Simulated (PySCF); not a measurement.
These are PySCF with PBE-D3(BJ)/def2-TZVP // TPSS-D3(BJ)/def2-SVP values and carry that method's errors. All species are isolated molecules in the gas phase. 

Reference species: [Zn(F)2] (neutral, multiplicity 1).

```yaml
LUMO: -2.98 eV
charge on the central atom (meta-Löwdin): 1.37 e
HOMO–LUMO gap: 5.60 eV
mean_distance_from_the_central_atom_to_its_bonded_neighbours: 1.736 Å
```

Changed species: [Zn(F)(Br)] (1 of 2 F replaced by Br; the reference has 0 of 2 F replaced by Br).

Question: What does the change do to the LUMO, charge on the central atom (meta-Löwdin), HOMO–LUMO gap and mean distance from the central atom to its bonded neighbours?

Answer: the LUMO goes up by 0.13 eV, to -2.85 eV; the charge on the central atom (meta-Löwdin) drops by 0.12 e, to 1.25 e; the HOMO–LUMO gap drops by 0.87 eV, to 4.73 eV; the mean distance from the central atom to its bonded neighbours rises by 0.250 Å, to 1.986 Å.
